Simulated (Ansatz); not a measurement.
Geometry optimisation, RKS PBE0-D4/def2-SVP (Ansatz).

The input (input.yaml):

```yaml
crystal:
  periodic: [false, false, false]
  atoms:
    - { symbol: B, position_ang: [-0.748497, -0.911425, 0.948836] }
    - { symbol: O, position_ang: [-0.321335, -0.186098, 2.107074] }
    - { symbol: O, position_ang: [0.091575, -1.813581, 0.380251] }
    - { symbol: O, position_ang: [-2.016283, -0.735821, 0.482426] }
    - { symbol: H, position_ang: [0.309605, 1.248371, 0.46442] }
    - { symbol: "N", position_ang: [0.132018, 1.370131, -0.529908] }
    - { symbol: C, position_ang: [1.184293, 0.819698, -1.351199] }
    - { symbol: H, position_ang: [-1.045939, 0.355089, 2.437691] }
    - { symbol: H, position_ang: [0.934539, -1.858197, 0.842325] }
    - { symbol: H, position_ang: [-2.206351, -1.32347, -0.256154] }
    - { symbol: H, position_ang: [-0.774875, 0.961511, -0.730273] }
    - { symbol: H, position_ang: [0.948379, 0.975276, -2.416009] }
    - { symbol: H, position_ang: [2.125482, 1.360826, -1.162873] }
    - { symbol: H, position_ang: [1.387288, -0.26231, -1.216507] }
basis:
  gaussian: { orbitals: def2-SVP }
hamiltonian:
  xc: pbe0
  dispersion: d4
relax:
  f_tol: 0.03
  max_steps: 50
```

Command:

```bash
$ ansatz run input.yaml --threads 4 --pin off --max-ram 5120MiB --backend cpu --events-out ev --progress --plain --runs-dir out
```

Where does it end, and by what steps?

The run converged. After 6 steps the energy has fallen by 0.103 eV; H11 moved furthest, 0.19 Å.

```
step  energy less start (eV)  largest force component (eV/Å)  accepted
   0                  0.0000                           1.774       yes
   1                 -0.0786                           0.880       yes
   2                 -0.0239                           0.940        no
   3                 -0.1014                           0.087       yes
   4                 -0.1028                           0.054       yes
   5                 -0.1031                           0.034       yes
   6                 -0.1032                           0.016       yes
```

```xyz
14
Properties=species:S:1:pos:R:3
B -0.763 -0.990 1.028
O -0.362 -0.259 2.111
O 0.078 -1.905 0.469
O -2.014 -0.808 0.511
H 0.336 1.369 0.400
N 0.174 1.521 -0.593
C 1.186 0.858 -1.388
H -1.064 0.322 2.424
H 0.924 -1.939 0.926
H -2.181 -1.401 -0.228
H -0.751 1.142 -0.785
H 0.997 1.035 -2.459
H 2.174 1.294 -1.173
H 1.266 -0.238 -1.244
```

Whether the end is a true minimum wasn't checked by a vibrational analysis.

Run time: 26 s on 4 threads of Arm Neoverse N1 (shared host), peak memory 0.3 GiB.
